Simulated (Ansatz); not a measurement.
```yaml
crystal:
  periodic: [false, false, false]
  atoms:
    - {symbol: B, position_ang: [0.286779, 1.410845, 0.635284]}
    - {symbol: C, position_ang: [0.160573, 0.075366, -0.093094]}
    - {symbol: C, position_ang: [-1.166010, -0.616955, -0.282199]}
    - {symbol: C, position_ang: [1.387478, -0.751493, -0.176460]}
    - {symbol: N, position_ang: [1.216948, -0.187668, -1.257071]}
    - {symbol: H, position_ang: [1.319764, 2.011360, 0.595436]}
    - {symbol: H, position_ang: [-0.630832, 1.842622, 1.272933]}
    - {symbol: H, position_ang: [-1.665061, -0.755999, 0.680632]}
    - {symbol: H, position_ang: [-1.830697, -0.019350, -0.911430]}
    - {symbol: H, position_ang: [-1.050511, -1.595936, -0.751702]}
    - {symbol: H, position_ang: [2.036969, -1.469793, 0.308171]}
basis:
  gaussian: {orbitals: def2-mTZVP}
hamiltonian: {xc: {name: rPW86-PBE}, dispersion: d3bj}
charge: 1
```

```sh
$ ansatz run in.yaml --threads 2 --pin off --events-out ev --progress --plain --max-ram 4352MiB
```

Shortened log:

```
Error: YAML parse error: error: line 18 column 1: unknown field `charge`, expected one of crystal, accuracy, basis, kpoints, hamiltonian, magnetization, projection, total_charge, correlation, batch, efield, external_charges, scf, relax, neb, saddle, md, ramp, phonons, dielectric, real_time, elastic, magnetic_configurations, gw, evaluate, workflow, output, checkpoint, execution
16 |   gaussian: {orbitals: def2-mTZVP}
17 | hamiltonian: {xc: {name: rPW86-PBE}, dispersion: d3bj}
18 | charge: 1
```

(1) Something in this input is off. What?

Results:

(1) The input holds a key that doesn't belong there. The input was rejected before any iteration.
